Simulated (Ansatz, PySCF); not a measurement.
Process, species as SMILES: [C-]#CC → C1=C[CH-]1
Structures are relaxed separately at B3LYP-D3(BJ)/def2-TZVP in Ansatz (an electronic-structure program). Unstable Hartree-Fock reference: C1=C[CH-]1.

Quantity: isomerisation energy (0 K, with B3LYP-D3(BJ) harmonic zero-point energies from PySCF), in kJ/mol. Valence correlation only, unless marked. Spin-orbit coupling is left out. Non-relativistic. Anions need diffuse functions: aug- sets have them; def2-D sets add few; the other sets have none. CBS marks a two-point X^-3 extrapolation of the correlation energy; Hartree-Fock from the larger set. The bracket is a focal-point correction in the basis named.

```csv
level,program,isomerisation energy (kJ/mol)
HF/STO-3G,Ansatz,302.7
revPBE-D3(BJ)/def2-TZVPD,Ansatz + dftd3,230.8
TPSS-D4/def2-TZVPD,PySCF + dftd4,233.1
r2SCAN/def2-TZVPD,Ansatz,244.7
```

Task: Estimate the value at RI-MP2/CBS(aug-cc-pVTZ,aug-cc-pVQZ)+[CCSD(T)-MP2]/aug-cc-pVTZ as computed with Ansatz.

Result: 248.2 kJ/mol
